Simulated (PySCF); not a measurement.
# Bond lengths and vibrations by method: AlBClHN

These are calculations, not measurements. The program is PySCF 2.14.0, an open-source quantum chemistry code, run on an isolated molecule that a program drew, which may never have been made. The molecule is AlBClHN (charge 0, doublet), drawn as the SMILES string `[BH][N]=[Al][Cl]`.

The geometry was optimised and harmonic frequencies were computed with HF and MP2, all in the cc-pV(D+d)Z basis, for the commonest isotopes, with a restricted reference for singlets and an unrestricted one otherwise, and a frozen core in MP2. Each result is a local minimum of its method.

Geometry at the HF minimum:
```xyz
5
AlBClHN, angstrom
B    -0.7063   -1.9611    0.0963
N    -1.4266   -0.9482   -0.0249
Al   -2.4908    0.4536   -0.1166
Cl   -2.2194    1.8394   -1.7137
H    -0.0278   -2.9107    0.2063
```

Lengths of the bonds as drawn, in Å (atoms numbered as above):
| bond | HF | MP2 |
|---|---|---|
| B1-N2 | 1.249 | 1.276 |
| N2-Al3 | 1.762 | 1.791 |
| Al3-Cl4 | 2.132 | 2.121 |
| B1-H5 | 1.172 | 1.181 |

Rotational constants, in GHz:
| constant | HF | MP2 |
|---|---|---|
| A | 19.03 | 20.19 |
| B | 2.123 | 2.058 |
| C | 1.91 | 1.868 |

Harmonic frequencies in cm^-1, each column in rising order, so a row needn't be the same motion in every method:
```
rank    HF   MP2
   1    98    88
   2   151   123
   3   248   228
   4   494   497
   5   717   673
   6   828   721
   7   838   736
   8  1938     ?
   9  2983  2900
```

**Estimate the missing MP2 frequency from the HF column.**

A single factor s that minimises the squared misfit of MP2 against s times HF over the other rows is sum(HF x MP2) / sum(HF^2) = 0.9585, with an rms misfit of 40 cm^-1. For rank 8 it gives 0.9585 x 1938 = 1858 cm^-1. The calculation gives 1795 cm^-1, 63 cm^-1 below the estimate. The drawn bonds are on average 1.0 % longer in MP2 than in HF.
